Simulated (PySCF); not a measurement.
Input file for PySCF: D3(BJ) and D4 dispersion corrections on HCl (SMILES Cl).

```python
from pyscf import gto
from pyscf.dispersion import dftd3, dftd4

mol = gto.M(
    atom='''
    Cl   -0.44229765    0.89322134   -0.64111788
    H    -0.26787755    0.01493386    0.28110514
    ''',
    basis='def2-svp',
    charge=0, spin=0, verbose=0, max_memory=1800)
d3, d4 = {}, {}
for xc in ['hf', 'pbe', 'blyp', 'revpbe', 'tpss', 'r2scan', 'b3lyp', 'pbe0', 'bhlyp', 'camb3lyp', 'b2plyp']:
    d3[xc] = float(dftd3.DFTD3Dispersion(mol, xc=xc, version='d3bj', atm=False).get_dispersion()['energy'])
    print(f'D3(BJ) {xc:10s} {d3[xc]:14.8f} Eh')
for xc in ['hf', 'pbe', 'blyp', 'revpbe', 'tpss', 'r2scan', 'b3lyp', 'pbe0', 'bhlyp', 'camb3lyp', 'b2plyp']:
    d4[xc] = float(dftd4.DFTD4Dispersion(mol, xc={'camb3lyp': 'cam-b3lyp'}.get(xc, xc), atm=True).get_dispersion()['energy'])
    print(f'D4     {xc:10s} {d4[xc]:14.8f} Eh')
```

It printed:

```
D3(BJ) hf            -0.00407457 Eh
D3(BJ) pbe           -0.00032221 Eh
D3(BJ) blyp          -0.00069565 Eh
D3(BJ) revpbe        -0.00089933 Eh
D3(BJ) tpss          -0.00039380 Eh
D3(BJ) r2scan        -0.00007655 Eh
D3(BJ) b3lyp         -0.00056200 Eh
D3(BJ) pbe0          -0.00026233 Eh
D3(BJ) bhlyp         -0.00042956 Eh
D3(BJ) camb3lyp      -0.00022034 Eh
D3(BJ) b2plyp        -0.00024655 Eh
D4     hf            -0.00096066 Eh
D4     pbe           -0.00020828 Eh
D4     blyp          -0.00049627 Eh
D4     revpbe        -0.00085337 Eh
D4     tpss          -0.00028411 Eh
D4     r2scan        -0.00004658 Eh
D4     b3lyp         -0.00033798 Eh
D4     pbe0          -0.00016843 Eh
D4     bhlyp         -0.00022245 Eh
D4     camb3lyp      -0.00016488 Eh
D4     b2plyp        -0.00014234 Eh
```

The run finished.

Cost: roughly 0.020 core-seconds.
